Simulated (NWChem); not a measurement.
System: SiBrCl, singlet; SMILES Cl[Si]Br

```xyz
3

Si     1.0165    -0.6493     0.0000
Cl    -0.5028    -2.1108     0.0000
Br    -0.1609     1.3059     0.0000
```
Atoms are numbered in this order, from 1.

Level: B3LYP/6-31G* (spherical d) (NWChem), optimised geometry, unscaled harmonic frequencies. Low-valent species are run as closed-shell singlets; no triplet was tried in these runs. This build's default masses of Se (78.918 u) and Br (79.917 u) are each other's, which moves their modes by up to 0.6 %. B3LYP is NWChem's, with the RPA form of VWN correlation.

Q: List the harmonic frequencies with IR intensities, and the thermochemistry.

A: 
```
frequency (cm⁻¹)  IR intensity (km/mol)
----------------  ---------------------
154                                 1.0
396                               112.4
496                               150.7
```

The zero-point energy is 1.5 kcal/mol and the thermal correction to the enthalpy at 298.15 K (with zero-point energy) is 4.6 kcal/mol. The heat capacity Cv comes out as 10.6 cal/(mol K) and the entropy at 298.15 K and 1 atm (symmetry number 1) comes out as 71.7 cal/(mol K). The dipole moment is 1.34 D.

Rigid rotor and harmonic oscillator.
